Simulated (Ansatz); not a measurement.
Cl2La, charge +2, quartet, at a GFN2-xTB geometry of the parent state (such geometries of metal compounds can be far from the true shape) (the multiplicity is a formal guess) (core potentials on La).

Here is a job for Ansatz (a program for electronic structure).
Ansatz 0.2 input:
```yaml
crystal:
  periodic: [false, false, false]
  atoms:
    - {symbol: La, position_ang: [0.44085595, -0.03288820, 0.54719399]}
    - {symbol: Cl, position_ang: [0.61454882, 0.32765128, -1.99155080]}
    - {symbol: Cl, position_ang: [-2.09271289, -0.21737908, 0.15684153]}
basis:
  gaussian:
    orbitals: def2-SV_P_.json
hamiltonian:
  xc: b3lyp
total_charge: 2
magnetization: {spin_polarized: true, initial_magnetization: 3}
```
The basis file holds def2-SV(P) in the JSON format of the Basis Set Exchange.

Question: Predict the number of basis functions from B3LYP/def2-SV(P) (Ansatz).

Answer: 61

Question: Give the <S^2> at the level B3LYP/def2-SV(P).

Answer: 3.755

Question: Estimate the total energy that B3LYP/def2-SV(P) returns for this input.

Answer: -950.8981 Eh
